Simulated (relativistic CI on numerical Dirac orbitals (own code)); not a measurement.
# Sensitivity of the levels of La20+ to α and to the nuclear radius

These numbers are calculated, not measured: Dirac-Coulomb-Breit CI, orbitals from a KLI potential per configuration, derivatives by finite differences, unscaled Slater integrals, QED left out (own radial code, finite nucleus).

Configuration list (outside the closed core [Ar] 3d10): 4s2 4p6 4d, 4s2 4p5 4d2, 4s2 4p6 4f, 4s 4p6 4d2, 4s2 4p5 4d 4f, 4s2 4p6 5s. Double excitations out of closed p, d and f shells are left out; levels of such configurations are missing from the list, as are those of other unlisted configurations, and high levels can miss mixing partners.

With x = (α/α₀)² − 1 an excitation energy changes as ω = ω₀ + qx; K = 2q/ω₀ is the relative enhancement. Terms are leading LS components, so labels can repeat. The field-shift factor is F = δν/δ⟨r²⟩ for the transition from the lowest level.

Lowest level 4s2 4p6 4d 2D_3/2.

```
               Level  ω₀ (cm⁻¹)  q (cm⁻¹)  F (GHz/fm²)
   4s2 4p6 4d 2D_5/2      32539     32470        0.409
 4s2 4p5 4d2 4D°_1/2     727672     24980         2.75
 4s2 4p5 4d2 4D°_3/2     732773     24300         2.82
 4s2 4p5 4d2 4D°_5/2     747576     33250         2.99
 4s2 4p5 4d2 4G°_7/2     763272     30160         3.04
 4s2 4p5 4d2 2F°_5/2     764201     34410          3.1
 4s2 4p5 4d2 4D°_7/2     772182     48040         2.96
 4s2 4p5 4d2 4G°_9/2     776872     47890         3.29
 4s2 4p5 4d2 4P°_5/2     786974     51760         3.24
 4s2 4p5 4d2 2P°_3/2     787190     44330         3.13
4s2 4p5 4d2 4G°_11/2     787852     60550         3.51
 4s2 4p5 4d2 4P°_3/2     788708     37940          2.7
 4s2 4p5 4d2 2G°_7/2     804225     45970          3.3
 4s2 4p5 4d2 4P°_1/2     808946     55580         2.94
 4s2 4p5 4d2 2D°_5/2     819083     67710         3.57
 4s2 4p5 4d2 2F°_7/2     821491     54010         3.51
 4s2 4p5 4d2 4F°_9/2     823189     68210         3.54
4s2 4p5 4d2 2H°_11/2     827910     62710         3.66
 4s2 4p5 4d2 2F°_5/2     828541     69440         3.14
 4s2 4p5 4d2 2P°_3/2     831273     58790         2.89
 4s2 4p5 4d2 4D°_7/2     832751     70880         3.56
 4s2 4p5 4d2 2P°_1/2     849203     85490         3.36
 4s2 4p5 4d2 2F°_5/2     850699     60400         3.05
```

At this charge energies of transitions that change n are usually good to better than 1 %, and those within a shell (Δn = 0) to a few per cent.

(1) Which transition from the lowest level has the largest |K|?

Answers

(1) 4s2 4p6 4d 2D_5/2 at 32539 cm⁻¹, K = 2.
